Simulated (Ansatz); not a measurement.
`[F][Al]([SiH3])[SH]` + `BS` → `BS[SiH3]` + `[F][AlH][SH]` at 298.15 K and 1 bar (cleavage of the Si–Al bond).

Calculated with Ansatz (gas phase, PBE0-D4/def2-TZVP geometries, no zero-point term in ΔE). CCSD(T)/CBS is the MP2 limit (def2-TZVPP, def2-QZVPP) plus CCSD(T) − MP2 in def2-TZVPP, frozen cores. This one scheme is used for every species. Each species was taken in one conformer, which may not be the lowest.

```json
{"species": "`[F][Al]([SiH3])[SH]`", "CCSD(T)/CBS energy (Eh)": "-1031.18548", "H − E (kJ/mol)": "118.6", "S (J/(mol·K))": "366.0"}
{"species": "`BS`", "CCSD(T)/CBS energy (Eh)": "-424.38198", "H − E (kJ/mol)": "90.6", "S (J/(mol·K))": "245.0"}
{"species": "`BS[SiH3]`", "CCSD(T)/CBS energy (Eh)": "-714.68055", "H − E (kJ/mol)": "142.2", "S (J/(mol·K))": "307.6"}
{"species": "`[F][AlH][SH]`", "CCSD(T)/CBS energy (Eh)": "-740.90186", "H − E (kJ/mol)": "64.3", "S (J/(mol·K))": "292.4"}
```

H − E and S are ideal-gas, rigid-rotor, harmonic terms from PBE0-D4/def2-TZVP, for one conformer and one mirror image of each species. 1 Eh = 2625.50 kJ/mol, R = 8.31446 J/(mol·K).

Question: By hand: ΔE, ΔH, ΔS and ΔG.

Answer: ΔE = (-714.68055) + (-740.90186) − (-1031.18548) − (-424.38198) = -0.01495 Eh = -39.3 kJ/mol. Δ(H − E) = 142.2 + 64.3 − 118.6 − 90.6 = -2.7, so ΔH = -42.0 kJ/mol. ΔS = 307.6 + 292.4 − 366.0 − 245.0 = -11.0 J/(mol·K). ΔG = -42.0 − 298.15 × (-11.0)/1000 = -38.7 kJ/mol.

Question: By hand: the equilibrium constant, and the temperature at which ΔG would vanish if ΔH and ΔS stayed fixed.

Answer: log₁₀ K = −ΔG/(RT ln 10) = 6.8. ΔG = 0 at ΔH/ΔS = 3818 K, far beyond where these terms or the molecules hold.

The number of gas molecules stays the same, so ΔS is small and ΔH decides. A doubt of 5 kJ/mol in ΔE shifts log₁₀ K by 0.9 here. Other conformers and mirror images would add mixing entropy, several J/(mol·K) or more a flexible species. Modes under 60 cm⁻¹, often nearly free rotors, make the harmonic entropy too high. These are equilibria of isolated gas molecules and say nothing of rates. Largest T1 diagnostic: 0.015 (customary marks: 0.02 for closed shells, 0.045 for open ones).
